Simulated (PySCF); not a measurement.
Start geometry of `BrCBr` from GFN2-xTB (Å):
```
atom  x, y, z in Å
Br1   -1.576    0.889   -0.025
C2    -0.006   -0.192    0.001
Br3    1.605    0.866   -0.048
H4     0.027   -0.764    0.921
H5    -0.016   -0.834   -0.887
```

Task: What comes out of this run: PBE0-D3(BJ)/def2-SVP geometry optimisation, gas phase in PySCF?

Result: 
```
atom  x, y, z in Å
Br1   -1.6343    0.9045    0.0305
C2    -0.0200   -0.1415    0.0393
Br3    1.5904    0.8955   -0.1201
H4     0.0211   -0.6857    0.9877
H5    -0.0628   -0.8293   -0.8109
```

The energy falls by 0.27 kcal/mol over 4 energy and gradient evaluations, the largest force component goes from 0.0073 to 3.6e-04 Eh/bohr, and the atoms move by 0.021 Å rms after alignment. The bond that changes most is Br1–C2 (alkyl bromine to sp3 C–Br carbon), which lengthens by 0.018 Å. Bonds longer at the end by more than 0.005 Å: 2 of 4; shorter: 1. Among the angles that change most is Br1–C2–Br3, from 112.1° to 114.2°. Rotational constants go from 25870, 1261, 1212 to 26811, 1224, 1180 MHz. The orientation of the end geometry is arbitrary; only internal coordinates are fixed.

The run used 88 basis functions and 24 SCF cycles in all.

Whether it is a minimum is left open (no frequencies).
